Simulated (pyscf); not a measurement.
Single points on ωB97X-D3(BJ)/def2-SVP structures (PySCF, gas phase).

Question: Estimate by transition-state theory (the high-pressure limit) the rate constant of `[BH2][O][Cr](=[O])[OH]` [singlet] → `[BH2][O][CrH](=[O])=[O]` (singlet surface; H–O broken, Cr–H formed) at 600 K, with ωB97M-D3(BJ)/def2-TZVP energies (ideal gas, 1 atm, RRHO with modes under 100 cm⁻¹ raised to 100, one conformer, R ln 2 for chiral ones without a mode under 150 cm⁻¹; no tunnelling).

Answer: The electronic barrier is 44.0 kcal/mol and the thermal terms add -0.6, so ΔG‡ = 43.4 kcal/mol. With k_BT/h = 1.25e+13 s⁻¹ and RT = 1.192 kcal/mol, k = 1.9e-03 s⁻¹, a half-life of 3.6e+02 s through this channel alone. Wigner's tunnelling factor for 1272i cm⁻¹ would be 1.39, likely too low at so high a frequency. A shift of 1 kcal/mol in the barrier changes k by a factor 2.3. H₂B–O–Cr(=O)–OH [singlet] is an excited spin state, 16.3 kcal/mol over the triplet at ωB97X-D3(BJ)/def2-TZVP. H₂B–O–CrH(=O)=O lies 42.1 kcal/mol over its isomer H₂B–O–Cr(=O)–OH [triplet] (electronic energy, ωB97M-D3(BJ)/def2-TZVP). One saddle was located; it need not be the lowest between these sides. A restricted singlet here is unstable towards spin polarisation, as is usual where a triplet lies low; its energy is less safe.
